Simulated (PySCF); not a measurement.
# Electronic absorption of C6H9N3

Species: C6H9N3.
Numbering: `[CH3:1][CH2:2][c:3]1[n:4][cH:5][c:6]([CH3:7])[n:8][n:9]1` (hydrogens: H10, H11, H12 on C1; H13, H14 on C2; H15 on C5; H16, H17, H18 on C7)

Level of theory: TDDFT CAM-B3LYP/def2-SVPD, vertical, gas phase, core orbitals frozen in the response (PySCF). One conformer (not necessarily the lowest) at the PBE0-D3(BJ)/def2-SVP geometry, without solvent, vibrations or thermal averaging. Torsions of this conformer, `[CH3:1][CH2:2][c:3]1[n:4][cH:5][c:6]([CH3:7])[n:8][n:9]1`: C1–C2–C3–N4 57°.

| state | E (eV) | ν̃ (cm⁻¹) | f | \|μ\| (D) | main configurations (H = HOMO, L = LUMO) |
| --- | --- | --- | --- | --- | --- |
| S1 | 3.19 | 25760 | 0.0045 | 0.61 | H→L (99%) |
| S2 | 4.20 | 33880 | 0.0000 | 0.04 | H→L+1 (98%) |
| S3 | 5.37 | 43280 | 0.076 | 1.93 | H-1→L (90%) |
| S4 | 5.58 | 44970 | 0.0003 | 0.13 | H-2→L (74%), H-3→L (21%) |
| S5 | 5.88 | 47390 | 0.0000 | 0.04 | H-3→L (71%), H-2→L (20%) |
| S6 | 6.49 | 52370 | 0.236 | 3.10 | H-1→L+1 (87%) |
| S7 | 6.60 | 53220 | 0.0071 | 0.53 | H-2→L+1 (94%) |
| S8 | 6.77 | 54580 | 0.0015 | 0.25 | H→L+2 (80%) |
| S9 | 6.91 | 55700 | 0.0038 | 0.38 | H-3→L+1 (91%) |
| S10 | 7.54 | 60830 | 0.113 | 1.99 | H→L+3 (63%), H-4→L (16%) |

Triplets (Tamm–Dancoff): T1 2.50 eV, H→L (95%); T2 3.85 eV, H→L+1 (93%); T3 4.01 eV, H-1→L (96%); T4 4.39 eV, H-1→L+1 (70%), H-4→L (13%), H-5→L (10%).

The lowest singlet comes at 388 nm (308 kJ/mol) in the visible; it is very weak; its leading configuration is HOMO→LUMO (99%). The strongest level in the table is S6 at 6.49 eV (191 nm, f = 0.236). Löwdin shares by element: HOMO nitrogen 77%, carbon 7% or more (atoms not listed hold the other 16%); LUMO nitrogen 61%, carbon 20% or more (atoms not listed hold the other 19%). Weighted by f, the mean energy of these states is 6.54 eV. Of the 10 states listed, 3 reach f = 0.01 and 3 stay under 0.0005. The listed states span 4.35 eV, and the widest gap between neighbours is 1.16 eV (S2 to S3). S1 lies in the visible range (380 to 750 nm), at 388 nm, f = 0.0045; light of that wavelength is violet, and its complementary colour is yellow-green; a Tamm–Dancoff triplet lies at 495 nm, without intensity as long as spin–orbit coupling is left out. All these states lie below the vertical ionisation energy of 8.90 eV (ΔSCF). Only the lowest 10 singlets were computed, as vertical energies without vibronic structure.
